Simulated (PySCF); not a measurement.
Bonds (- single, = double, # triple, : aromatic): Si1-O2, O2-Si3, Si3-P4, P4-Si5, P4-Si6. Si1 carries H7, H8, H9; Si3 carries H10, H11; Si5 carries H12, H13, H14; Si6 carries H15, H16, H17.

[PySCF: shieldings: GIAO PBE0/pcSseg-1; coordinates at the GFN2-xTB level; a single conformation; non-relativistic; in vacuum; equivalent nuclei averaged]

Scale: TMS for 1H (σ = 31.72 ppm), 29Si (σ = 349.16 ppm); 17O (σ = 336.08 ppm) vs H2O; 31P (σ = 318.38 ppm) vs H3PO4 (reference shieldings calculated alike).

```csv
atoms,nucleus,count,Hirshfeld charge,δ (ppm)
O2,17O,1,-0.30,10.9
H7/H8/H9,1H,3,-0.08,5.10
Si3,29Si,1,0.34,-14.5
Si1,29Si,1,0.39,?
H12/H13/H14/H15/H16/H17,1H,6,-0.07,4.09
P4,31P,1,-0.12,-355.7
Si5/Si6,29Si,2,0.26,?
H10/H11,1H,2,-0.08,5.53
```

Problem. Fill in the missing shifts.

Solution. 
- Si1: -41.7 ppm, silicon bonded to O, 3 H
- Si5/Si6: -84.2 ppm, silicon bonded to P, 3 H

Experimental scales use liquid or dissolved standards, which lie at an offset from isolated H2O (liquid H2O: subtract about 36 ppm) and H3PO4.
